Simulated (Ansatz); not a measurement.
System: 1,1,1,2,2,3,3,3-octafluoropropane, C$_{3}$F$_{8}$ (charge 0, singlet). 
Geometry from a B3LYP-D3(BJ)/def2-TZVP (Ansatz, an electronic-structure program) optimisation:
```xyz
11

F     -1.3278    -1.4307     0.5667
C     -1.2764    -0.1097     0.3897
F     -2.4044     0.2895    -0.1994
F     -1.1792     0.4842     1.5800
C     -0.0723     0.2771    -0.5182
F     -0.2397    -0.3272    -1.7096
F     -0.0955     1.6120    -0.6927
C      1.3342    -0.1117     0.0244
F      2.2569     0.2756    -0.8572
F      1.4264    -1.4318     0.1918
F      1.5729     0.4913     1.1898
```

Wanted: vertical triplet-singlet gap (E(triplet) - E(singlet); each state is the SCF solution reached for its spin; for the triplet the Hartree-Fock reference is unstable and T1 is 0.020), in kJ/mol. Correlated levels leave the core frozen unless marked. UHF or UKS for open shells. Spin-orbit coupling is left out. No relativistic terms. Basis-set limits of correlation are two-point, X^-3; Hartree-Fock from the larger set.

```json
[
 {"level": "HF/aug-cc-pVTZ", "program": "Ansatz", "vertical triplet-singlet gap (kJ/mol)": "1129.6"},
 {"level": "HF/aug-cc-pVQZ", "program": "Ansatz", "vertical triplet-singlet gap (kJ/mol)": "1128.5"},
 {"level": "SVWN5/def2-TZVPD", "program": "Ansatz", "vertical triplet-singlet gap (kJ/mol)": "803.6"},
 {"level": "r2SCAN/def2-TZVPD", "program": "Ansatz", "vertical triplet-singlet gap (kJ/mol)": "851.1"},
 {"level": "B3LYP/def2-TZVPD", "program": "Ansatz", "vertical triplet-singlet gap (kJ/mol)": "890.7"},
 {"level": "PBE0/def2-TZVPD", "program": "Ansatz", "vertical triplet-singlet gap (kJ/mol)": "898.3"},
 {"level": "BHLYP/def2-TZVPD", "program": "Ansatz", "vertical triplet-singlet gap (kJ/mol)": "995.6"},
 {"level": "CAM-B3LYP/def2-TZVPD", "program": "Ansatz", "vertical triplet-singlet gap (kJ/mol)": "932.3"},
 {"level": "wB97M-V/def2-TZVPD", "program": "Ansatz", "vertical triplet-singlet gap (kJ/mol)": "941.4"},
 {"level": "wB97X-V/def2-TZVPD", "program": "Ansatz", "vertical triplet-singlet gap (kJ/mol)": "950.3"},
 {"level": "RI-MP2/aug-cc-pVQZ", "program": "Ansatz", "vertical triplet-singlet gap (kJ/mol)": "981.6"},
 {"level": "RI-MP2/CBS(aug-cc-pVTZ,aug-cc-pVQZ)", "program": "Ansatz", "vertical triplet-singlet gap (kJ/mol)": "983.1"},
 {"level": "CCSD/aug-cc-pVDZ", "program": "Ansatz", "vertical triplet-singlet gap (kJ/mol)": "1019.6"},
 {"level": "CCSD(T)/aug-cc-pVDZ", "program": "Ansatz", "vertical triplet-singlet gap (kJ/mol)": "981.9"}
]
```
